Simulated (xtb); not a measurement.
CH2Cl (SMILES [CH2]Cl), doublet, geometry from GFN2-xTB, atoms displaced at random by about 0.06 Å a coordinate; GFN2-xTB run with xtb.

The xtb input:
```
$ xtb mol.xyz --gfn 2 --chrg 0 --uhf 1 --ohess --json

# file mol.xyz
4

C     -0.05742163    -0.10568248    -1.06280256
Cl     0.01348787     0.09948008     0.61966604
H      0.92487859    -0.33850943    -1.53688121
H     -0.92460229    -0.32671605    -1.61182686
```

Write the output that xtb gives for this input, abridged.


```
   ID    Z sym.   atoms
    1    6 C      1
    2   17 Cl     2
    3    1 H      3, 4

           -------------------------------------------------
          |                Calculation Setup                |
           -------------------------------------------------

           -------------------------------------------------
          |                 G F N 2 - x T B                 |
           -------------------------------------------------

          ...................................................
          :                      SETUP                      :
          :.................................................:
          :  # basis functions                  16          :
          :  # atomic orbitals                  15          :
          :  # shells                            7          :
          :  # electrons                        13          :
          :  max. iterations                   250          :
          :  Hamiltonian                  GFN2-xTB          :
          :  restarted?                      false          :
          :  GBSA solvation                  false          :
          :  PC potential                    false          :
          :  electronic temp.          300.0000000     K    :
          :  accuracy                    1.0000000          :
          :  -> integral cutoff          0.2500000E+02      :
          :  -> integral neglect         0.1000000E-07      :
          :  -> SCF convergence          0.1000000E-05 Eh   :
          :  -> wf. convergence          0.1000000E-03 e    :
          :  Broyden damping             0.4000000          :
          :  net charge                          0          :
          :  unpaired electrons                  1          :
          ...................................................

 iter      E             dE          RMSdq      gap      omega  full diag
   1     -7.6546373 -0.765464E+01  0.437E+00    5.22       0.0  T
   2     -7.6597234 -0.508612E-02  0.246E+00    5.50       1.0  T
   3     -7.6597440 -0.206279E-04  0.114E+00    5.26       1.0  T
   4     -7.6604989 -0.754901E-03  0.209E-01    5.35       1.0  T
   5     -7.6605141 -0.151865E-04  0.408E-02    5.36       1.2  T
   6     -7.6605147 -0.620891E-06  0.190E-02    5.36       2.6  T
   7     -7.6605153 -0.613435E-06  0.103E-02    5.36       4.8  T
   8     -7.6605155 -0.165484E-06  0.244E-03    5.36      20.5  T
   9     -7.6605155 -0.971196E-08  0.112E-03    5.36      44.6  T
[...]
         :: total energy              -7.616665523004 Eh    ::
 * total energy  :    -7.6166655 Eh     change       -0.6983392E-10 Eh
 * total energy  :    -7.6189879 Eh     change       -0.2322417E-02 Eh
 * total energy  :    -7.6195312 Eh     change       -0.5432514E-03 Eh
 * total energy  :    -7.6195912 Eh     change       -0.6005696E-04 Eh
 * total energy  :    -7.6195998 Eh     change       -0.8580246E-05 Eh
 * total energy  :    -7.6196042 Eh     change       -0.4399854E-05 Eh
   *** GEOMETRY OPTIMIZATION CONVERGED AFTER 6 ITERATIONS ***
         :: total energy              -7.619604228136 Eh    ::
[...]
          :  scaling factor                  1.0000000      :
          :  rotor cutoff                   50.0000000 cm⁻¹ :
          :  imag. cutoff                  -20.0000000 cm⁻¹ :
          :.................................................:

    mode    ω/cm⁻¹     T·S(HO)/kcal·mol⁻¹    T·S(FR)/kcal·mol⁻¹   T·S(vib)
   ------------------------------------------------------------------------
       1    168.13    -0.73235 ( 99.22%)    -0.69595 (  0.78%)    -0.73207
   ------------------------------------------------------------------------

   temp. (K)  partition function   enthalpy   heat capacity  entropy
                                   cal/mol     cal/K/mol   cal/K/mol   J/K/mol
 298.15  VIB   1.85                  461.261      3.037      2.772
         ROT  0.164E+04              888.752      2.981     17.688
         INT  0.303E+04             1350.013      6.018     20.460
         TR   0.337E+27             1481.254      4.968     37.604
         TOT                        2831.2672    10.9865    58.0641   242.9401

       T/K    H(0)-H(T)+PV         H(T)/Eh          T*S/Eh         G(T)/Eh
   ------------------------------------------------------------------------
    298.15    0.451191E-02    0.263962E-01    0.275881E-01   -0.119194E-02
   ------------------------------------------------------------------------

         :::::::::::::::::::::::::::::::::::::::::::::::::::::
         ::                  THERMODYNAMIC                  ::
         :::::::::::::::::::::::::::::::::::::::::::::::::::::
         :: total free energy          -7.620796172452 Eh   ::
         ::.................................................::
         :: total energy               -7.619604228136 Eh   ::
         :: zero point energy           0.021884257159 Eh   ::
         :: G(RRHO) w/o ZPVE           -0.023076201475 Eh   ::
         :: G(RRHO) contrib.           -0.001191944316 Eh   ::
         :::::::::::::::::::::::::::::::::::::::::::::::::::::

optimized geometry written to: xtbopt.xyz

           -------------------------------------------------
          | TOTAL ENERGY               -7.619604228136 Eh   |
          | TOTAL ENTHALPY             -7.593208059440 Eh   |
          | TOTAL FREE ENERGY          -7.620796172452 Eh   |
          | GRADIENT NORM               0.000713678703 Eh/α |
          | HOMO-LUMO GAP               5.438396356315 eV   |
           -------------------------------------------------

normal termination of xtb
```
